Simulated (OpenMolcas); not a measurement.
**d3 ions of charge +3 down a group with 6 ammonia ligands in octahedral coordination**

| Item | Value |
| --- | --- |
| Program | OpenMolcas |
| Method | SS-CASPT2, IPEA 0.25 Eh, imaginary shift 0.1 Eh |
| Spin-orbit coupling | state interaction with AMFI integrals over the reference wave functions |

The d shell is active; CASPT2 correlates the ligand valence shells and the outer metal core. Anionic complexes are neutralised by point charges behind the ligands. Distances were set from a Shannon-type radius of the metal (high-spin where two are listed, low-spin for CN, NH3 and NCH) plus a fixed donor radius (NH3 1.42 Å). Ligand basis ANO-RCC-VDZP, DKH2 Hamiltonian. Energies in cm-1 above the lowest state or level, χT in cm3 K/mol. Spin-only χT is S(S+1) / 2 for the spin of the ground state.

```csv
Ion,Shell,R (Å),Metal basis,Ground state,First state of that spin,First gap with spin-orbit (degeneracies),χT at 300 K,First state of another spin,Spin-only χT
Cr3+,3d3,2.04,ANO-RCC-VTZP,2S+1 = 4,23810,"0 (2, 2)",1.852,2S+1 = 2: 13780,1.875
Mo3+,4d3,2.11,ANO-RCC-VTZP,2S+1 = 4,41610,"0 (2, 2)",1.823,2S+1 = 2: 10590,1.875
```

χT departs most from the spin-only value for Mo3+, by -0.052 cm3 K/mol.

Roots that are degenerate in the reference are averaged as groups; the widest CASPT2 spread within a group is 130 cm-1 (the 2-fold group of multiplicity 2 near 40200 cm-1 above the lowest state of its run, Cr3+). Shifts and gaps below about the spread of the groups concerned are not significant. Over all roots computed the reference weight is 0.69 to 0.70 in Cr3+, 0.68 to 0.69 in Mo3+; a low but even weight reflects the number of correlated electrons. Ligand-to-metal charge-transfer states are missing. With no ligand orbital active B as a rule stays too high, so bands that hang on it stand too high and its fall with covalency is understated. With one d shell and no ligand orbital active, 10Dq can be off by a tenth or more. The least metal-like active orbital is 75 % on the metal (Löwdin) and no ligand orbital is active, so the numbers are rough (holds for Mo3+). No measured value stands beside these numbers; the geometry was imposed, not optimised, and the real ion may take another.

A state without a sure symmetry label is named by its multiplicity alone.
